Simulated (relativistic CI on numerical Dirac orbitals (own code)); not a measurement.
## d1 to d9 in one octahedral field

Computed with a parametric ligand-field model without spin-orbit coupling, by exact diagonalisation: B = 420, C = 1730, 10Dq = 33400 cm⁻¹ (Oh; |10Dq|/B = 79.5) for every shell. Energies in cm⁻¹; the field energy is (0.6 n_e − 0.4 n_t2) × 10Dq of the ground term; g labels are left out. So small a B with so large a field is typical of 4d and 5d ions, where spin-orbit coupling, left out here, reaches 1,000 to 4,000 cm⁻¹.

```
Shell  Ground term  Electrons in e  Field energy  First spin-allowed bands  Lowest term of other spin
   d1          2T2           0.000        -13360                  2E 33400                           
   d2          3T1           0.005        -26569      3T2 32310, 3T1 37520                   1T2 6086
   d3          4A2           0.000        -40080      4T2 33400, 4T1 38227                    2E 8626
   d4          3T1           0.007        -53194       3E 31608, 3T1 32033                   1T2 5424
   d5            ?               ?             ?                         ?                          ?
   d6          1A1           0.011        -79779      1T1 32012, 1T2 38265                  3T1 28406
   d7           2E           1.007        -59884      2T1 31925, 2T2 32382                  4T1 24909
   d8          3A2           2.000        -40080      3T2 33400, 3T1 38227                    1E 6789
   d9           2E           3.000        -20040                 2T2 33400
```

Problem. Fill in the row of d5.

Solution. Ground term: 2T2; Electrons in e: 0.015; Field energy: -66310; First spin-allowed bands: 2A2 30918, 2T1 31069; Lowest term of other spin: 4T1 24867. Low spin: d4, d5, d6, d7; the other shells keep the spin of the free ion. Only d4 to d7 can choose; the field needed to pair spins is smallest for d6 and largest for d5, which loses most exchange energy. In the strong-field picture 10Dq must exceed about 6B + 5C = 11170 (d4), 7.5B + 5C = 11800 (d5), 2.5B + 4C = 7970 (d6) and 4B + 4C = 8600 (d7); mixing of terms shifts these bounds somewhat.
